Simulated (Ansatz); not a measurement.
Species: H3S3Si, SMILES `S[Si](S)S` (charge 0, multiplicity 2), formula H3S3Si.

Task: How many basis functions does frozen-core CCSD(T)/cc-pVTZ // PBE-D3(BJ)/def2-TZVP (Ansatz, a quantum-chemistry and plane-wave program) use, how many core orbitals are frozen, and how many electrons are correlated?

Result: 178 basis functions and 20 frozen orbitals, which leaves 25 correlated electrons. Core time is of the order of minutes.
